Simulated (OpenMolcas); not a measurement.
**Ga²⁺: CASPT2 settings compared**

```json
{
  "Program": "OpenMolcas 26.06",
  "Basis": "ANO-R2 [6s5p4d3f1g]",
  "Scalar Hamiltonian": "X2C, finite nucleus",
  "Active space": "1 electron in 4 orbitals (4s 4p)",
  "State averaging": "2S+1 = 2 even, 1 root; 2S+1 = 2 odd, 3 roots",
  "Spin-orbit coupling": "state interaction with AMFI integrals over the reference wave functions, term energies averaged over their components"
}
```

Methods on the same reference wave functions:
A. CASSCF
B. SS-CASPT2, IPEA 0.6 Eh, sigma1 regulariser 0.4 Eh (closed shells correlated: 3s 3p 3d)
C. XMS-CASPT2, IPEA 0.3 Eh, imaginary shift 0.1 Eh (closed shells correlated: 3d)

Energies in cm⁻¹ above 4s ²S_1/2, the measured ground level; measured values from Shirai, Reader, Kramida and Sugar, J. Phys. Chem. Ref. Data 36, 509 (2007).

| Level | A | B | C | Measured |
| --- | --- | --- | --- | --- |
| 4s ²S_1/2 | 0.0 | 0.0 | 0.0 | 0.0 |
| 4p ²P°_1/2 | 62684 | 65368 | 64792 | 65169 |
| 4p ²P°_3/2 | 64038 | 66722 | 66146 | 66888 |

Deviations, from unrounded energies. A percentage is the sum of absolute deviations over the sum of measured energies, with the sign that they share, or ± where signs differ.

```csv
Against measurement,Levels,A,B,C
mean absolute deviation (cm-1),2,2700,180,560
other configurations (%),2,-4.0,±0.3,-0.8
```

B lies closest to measurement on these levels and A furthest from it. The largest miss of B in the table is 4p ²P°_1/2, by +200 cm-1. The ranking rests on the paired levels alone, and a cruder setting can come out closer through cancelling errors.

Between B and C the level of the table that moves most is 4p ²P°_1/2, by 580 cm-1 (lowest in C, highest in B).

The lowest spin-free term lies below A's lowest term by 0.751 hartree in B, 0.455 hartree in C.

With one active electron the reference holds no correlation, so core polarisation is missing (holds for A). With one active electron, CASPT2 adds the correlation within the correlated inactive shells and between them and that electron, and leaves the splitting within a term as the reference gives it (holds for B; C). Computed and measured levels are paired by configuration, term and J; levels that our copy of the source lacks, or whose pairing is in doubt (as where it misses far off the trend of its configuration), stay unpaired and out of the deviations. Levels of configurations outside the active space are missing.

° marks odd parity.
